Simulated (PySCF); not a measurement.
Compound: 1,1,1,2-tetrafluorochloroethane, C2HClF4.
SMILES: `C(F)(F)(F)[C@H](F)Cl`

The calculation used PBE0-D3(BJ)/def2-SVP geometry optimisation, gas phase in PySCF.

Masses are those of the commonest isotopes; rigid-rotor values at the optimised geometry. 

(1) Give the principal moments of inertia and the rotational constants in cm⁻¹.

(2) Classify the top.

(3) Is it planar, by Δ = Ic − Ia − Ib?

(4) Give the other two planar moments, Paa and Pbb, and the rms extents of the mass along the axes.

(5) Give the coordinates in the principal-axis frame, origin at the centre of mass.

(6) List the rotational levels J(Ka,Kc) to J = 3 (MHz).

(7) Which lines would a microwave search look for?

(8) Estimate the classical rotational partition function at 25 K, 100 K and 200 K.

## Answers

(1) Ia = 158.31, Ib = 281.98, Ic = 346.88 u·Å²; 505379 MHz·u·Å²/I gives 3192, 1792 and 1457 MHz, that is A = 0.10648, B = 0.05978, C = 0.04860 cm⁻¹.

(2) An asymmetric top: κ = (2 × 1792 − 3192 − 1457)/(3192 − 1457) = -0.61.

(3) Not planar: Δ = Ic − Ia − Ib = -93.41 u·Å². For a rigid frame Δ = −2 Σ m c², so Σ m c² = 46.71 u·Å² lies off the ab plane: 2.54 from hydrogen and 44.17 from heavier atoms. The atom farthest from that plane is 1.59 Å away.

(4) Paa = Σ m a² = (Ib + Ic − Ia)/2 = 235.28 and Pbb = Σ m b² = (Ia + Ic − Ib)/2 = 111.60 u·Å². With the mass M = 135.97 u, the rms extents √(P/M) along a, b and c are 1.32, 0.91, 0.59 Å.

(5) The sense of each axis is arbitrary; atoms in the order of the calculation.
| atom | mass (u) | a (Å) | b (Å) | c (Å) |
| --- | --- | --- | --- | --- |
| F1 | 18.998 | -0.535 | -1.721 | -0.026 |
| C2 | 12.000 | -0.461 | -0.482 | 0.488 |
| Cl3 | 34.969 | -1.850 | 0.484 | -0.008 |
| C4 | 12.000 | 0.841 | 0.165 | 0.010 |
| F5 | 18.998 | 0.884 | 0.265 | -1.309 |
| F6 | 18.998 | 0.974 | 1.375 | 0.540 |
| F7 | 18.998 | 1.865 | -0.583 | 0.411 |
| H8 | 1.008 | -0.454 | -0.532 | 1.588 |

(6) Above 0(0,0):
J = 1: 1(0,1) 3249, 1(1,1) 4649, 1(1,0) 4985
J = 2: 2(0,2) 9694, 2(1,2) 10812, 2(1,1) 11818, 2(2,1) 16018, 2(2,0) 16072
J = 3: 3(0,3) 19237, 3(1,3) 20026, 3(1,2) 22032, 3(2,2) 25766, 3(2,1) 26024, 3(3,1) 33636, 3(3,0) 33641
The levels of one J sum to (2J + 1)J(J + 1)(A + B + C)/3.

(7) The dipole components are |μa| = 0.30 D, |μb| = 0.03 D, |μc| = 1.36 D. The squared components, which scale the intensities, stand as 0.05 : 0.00 : 1.00 (a : b : c). Some lines, for components of 0.1 D or more:

| type | branch | J(Ka,Kc) | MHz | lower level (cm⁻¹) |
| --- | --- | --- | --- | --- |
| a | Q | 1(1,0) ← 1(1,1) | 335 | 0.155 |
| c | Q | 3(1,3) ← 3(0,3) | 789 | 0.642 |
| c | Q | 2(1,2) ← 2(0,2) | 1118 | 0.323 |
| a | Q | 3(1,2) ← 3(1,3) | 2006 | 0.668 |
| a | R | 1(0,1) ← 0(0,0) | 3249 | 0.000 |
| c | Q | 3(2,2) ← 3(1,2) | 3734 | 0.735 |
| c | R | 1(1,0) ← 0(0,0) | 4985 | 0.000 |
| a | R | 2(1,2) ← 1(1,1) | 6163 | 0.155 |
| a | R | 2(0,2) ← 1(0,1) | 6445 | 0.108 |
| a | R | 2(1,1) ← 1(1,0) | 6834 | 0.166 |
| c | Q | 3(3,1) ← 3(2,1) | 7611 | 0.868 |
| c | R | 2(1,1) ← 1(0,1) | 8569 | 0.108 |
| a | R | 3(1,3) ← 2(1,2) | 9213 | 0.361 |
| a | R | 3(0,3) ← 2(0,2) | 9542 | 0.323 |
| a | R | 3(2,2) ← 2(2,1) | 9747 | 0.534 |
| a | R | 3(2,1) ← 2(2,0) | 9952 | 0.536 |
| a | R | 3(1,2) ← 2(1,1) | 10214 | 0.394 |
| c | R | 2(2,0) ← 1(1,0) | 11087 | 0.166 |
| c | R | 3(1,2) ← 2(0,2) | 12338 | 0.323 |
| c | R | 3(2,1) ← 2(1,1) | 14206 | 0.394 |
| c | R | 3(2,2) ← 2(1,2) | 14954 | 0.361 |
| c | R | 3(3,0) ← 2(2,0) | 17569 | 0.536 |
| c | R | 3(3,1) ← 2(2,1) | 17617 | 0.534 |

(8) Point group C1, symmetry number σ = 1; q = (√π/σ)·√((kT/h)³/(ABC)), k/h = 20836.6 MHz/K: 7300 at 25 K, 58400 at 100 K, 165000 at 200 K.

Whether it is a minimum is left open (no frequencies). Zero-point vibration and centrifugal distortion are left out. Quadrupole hyperfine structure (35Cl) is left out.

On an Arm Neoverse V2 with one thread (shared host), this took 32 s wall. That covers the optimisation of the geometry.

Shape of the structure used: `[F:1][C@H:2]([Cl:3])[C:4]([F:5])([F:6])[F:7]`: F1–C2–C4–F5 61°.
